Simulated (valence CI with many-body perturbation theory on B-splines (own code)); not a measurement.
# Hyperfine factors and g values of Sr16+

Computed by valence CI with perturbative core correlation (CI+MBPT): four valence electrons over a frozen Dirac-Fock core [Ar], radial functions for each j: 9 s, 9 p, 10 d, 8 f, 5 g, 3 h, 1 i, with the one-electron correlation potential Σ1 (screened to all orders), the two-electron term Σ2, the three-electron term Σ3, Breit, model QED; selected single and double excitations, second order for the rest (own B-spline code, finite nucleus).

No measured levels were compared; by estimate terms of the open shell hold to 2 to 4 % of their energy, and close levels can change places. Core correlation moves these levels by up to 8400 cm⁻¹, and in measured spectra 5 to 20 % of such shifts remained as error; rates that hang on mixing are uncertain with them. Only levels of the ground parity were solved; by the run's estimate the other parity begins above the list, which can be wrong where configurations are misplaced.

A/g_I is the dipole constant over the nuclear g factor μ/I (μ in nuclear magnetons, uniformly magnetised nucleus), B/Q the quadrupole constant per barn. Both hold the static response of the core; the bare values leave it out. Large factors of s and p1/2 electrons are usually good to 5 to 10 %; those of open d and f shells near neutrality can be off by tens of per cent, and small factors of p3/2, d and f electrons come from cancelling terms and can be off by a factor of two or in sign, in half-filled shells by more. B is blank for J = 1/2, where it vanishes, and for nearly pure S terms. Energies count from the lowest level. Levels with J = 0 are left out.

Names give the largest LS component (configuration and term), which can be under half, so a name can repeat, a term be missing and a line seem to break the LS rules; names also repeat where a configuration has a term twice. Letters in brackets count levels of one name in rising energy.

| Level | E (eV) | g | A/g_I (MHz) | A/g_I bare | B/Q (MHz/b) | B/Q bare |
| --- | --- | --- | --- | --- | --- | --- |
| 3d⁴ ⁵D_1 | 0.495 | 1.498 | 268 | 556 | 2020 | 2080 |
| 3d⁴ ⁵D_2 | 1.148 | 1.494 | 1050 | 1340 | 1330 | 1360 |
| 3d⁴ ⁵D_3 | 1.838 | 1.490 | 1800 | 2080 | -1390 | -1430 |
| 3d⁴ ⁵D_4 | 2.519 | 1.483 | 2470 | 2740 | -5900 | -6080 |
| 3d⁴ ³H_4 | 7.654 | 0.904 | 4760 | 4740 | 2820 | 2900 |
| 3d⁴ ³P_1 [a] | 8.649 | 1.462 | 2220 | 2480 | -313 | -328 |
| 3d⁴ ³H_5 | 8.697 | 1.057 | 4120 | 4170 | 3780 | 3890 |
| 3d⁴ ³G_3 | 8.951 | 0.919 | 4750 | 4740 | 362 | 373 |
| 3d⁴ ³F_2 [a] | 9.229 | 0.700 | 5350 | 5220 | 130 | 133 |
| 3d⁴ ³H_6 | 9.276 | 1.149 | 4030 | 4130 | 3270 | 3360 |
| 3d⁴ ³F_4 [a] | 9.829 | 1.101 | 3670 | 3740 | -592 | -608 |
| 3d⁴ ³P_2 [a] | 10.639 | 1.434 | 2440 | 2690 | 79.5 | 76.7 |
| 3d⁴ ³G_4 | 10.872 | 1.072 | 4220 | 4290 | -1360 | -1400 |
| 3d⁴ ³F_3 [a] | 11.049 | 0.928 | 4220 | 4210 | -1000 | -1040 |
| 3d⁴ ³G_5 | 11.773 | 1.173 | 3470 | 3580 | -2390 | -2460 |
| 3d⁴ ³D_3 | 12.529 | 1.309 | 3120 | 3300 | 1060 | 1100 |
| 3d⁴ ³D_2 | 12.908 | 1.171 | 3860 | 3980 | 1550 | 1600 |
| 3d⁴ ¹I_6 | 13.157 | 1.014 | 4280 | 4310 | 5800 | 5970 |
| 3d⁴ ³D_1 | 13.358 | 0.541 | 6190 | 5990 | 976 | 1010 |
| 3d⁴ ¹G_4 [a] | 14.309 | 1.035 | 3660 | 3710 | -1850 | -1900 |
| 3d⁴ ¹D_2 [a] | 16.315 | 1.033 | 4260 | 4300 | 2500 | 2570 |
| 3d⁴ ¹F_3 | 17.610 | 1.019 | 4110 | 4150 | 6480 | 6660 |
| 3d⁴ ³P_2 [b] | 20.006 | 1.459 | 2270 | 2530 | 1480 | 1530 |
| 3d⁴ ³F_4 [b] | 20.551 | 1.230 | 2950 | 3100 | 5610 | 5770 |
| 3d⁴ ³F_2 [b] | 20.954 | 0.699 | 6110 | 5980 | 5060 | 5200 |
| 3d⁴ ³F_3 [b] | 21.236 | 1.075 | 4230 | 4290 | 5420 | 5580 |
| 3d⁴ ³P_1 [b] | 21.665 | 1.494 | 667 | 951 | -1520 | -1570 |
| 3d⁴ ¹G_4 [b] | 23.503 | 1.014 | 4460 | 4500 | 2700 | 2780 |
| 3d⁴ ¹D_2 [b] | 30.284 | 0.998 | 4280 | 4310 | -7050 | -7250 |

**Question.** Take the isotope of mass number 87, with I = 9/2, μ = -1.09316 μN and Q = 0.305 b. What is the hyperfine structure of 3d⁴ ³H_5?

**Answer.** From the table A = -1000 MHz, B = 1150 MHz. Shifts from the centre of gravity in MHz: F = 1/2: 27500, F = 3/2: 25900, F = 5/2: 23300, F = 7/2: 19600, F = 9/2: 15000, F = 11/2: 9330, F = 13/2: 2740, F = 15/2: -4740, F = 17/2: -13100, F = 19/2: -22200.
